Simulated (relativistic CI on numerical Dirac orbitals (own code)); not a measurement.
Ni+ in a cubic cluster: 2p photoemission with charge transfer

Computed with a charge-transfer multiplet model of a cubic metal-ligand cluster with up to one ligand hole, Slater and spin-orbit integrals from Dirac-Coulomb-Breit ions, Slater integrals scaled by 0.9. The ground state mixes d9 with configurations of k ligand holes L, whose averages lie at kΔ + k(k − 1)U_dd/2; a core hole lowers each added d electron by U_cd. 20 K, Lorentzian 0.6 eV and Gaussian 0.8 eV FWHM.

Atomic integrals in eV (Slater integrals scaled, ζ unscaled), ground: F2dd 10.953, F4dd 6.797, zeta_d 0.072; with the core hole: F2dd 10.953, F4dd 6.797, zeta_d 0.103, zeta_core 11.413, F2cd 6.973, G1cd 5.258, G3cd 2.990.

Cluster parameters (eV): Δ = 8.2, U_dd = 7.2, U_cd = 9, 10Dq = 0.95, 10Dq(ligand) = 0.9, final-state hopping factor = 1.

Weights, n_d and S are thermal averages at 20 K. Binding energies count from the first peak over 30 % of the highest in each spectrum, which can be another peak from case to case. The parameters are a model scan and need not match a compound or its usual spin state. Peaks in eV (height, largest 100): 0.0 (100), 5.5 (26), 6.1 (26), 17.4 (47), 22.6 (21).

(1) Which parameters give this spectrum?
A. V(eg) = 1.6 eV, V(t2g) = -0.67 eV
B. V(eg) = 0.7 eV, V(t2g) = -0.29 eV
C. V(eg) = 1 eV, V(t2g) = -0.42 eV
D. V(eg) = 1.3 eV, V(t2g) = -0.54 eV
E. V(eg) = 2.5 eV, V(t2g) = -1.05 eV

Answers

(1) E. V(eg) = 2.5 eV, V(t2g) = -1.05 eV; the ground state then has 9.07 d electrons and S = 0.50. The choice follows from running the model for each set and comparing peak positions and heights.
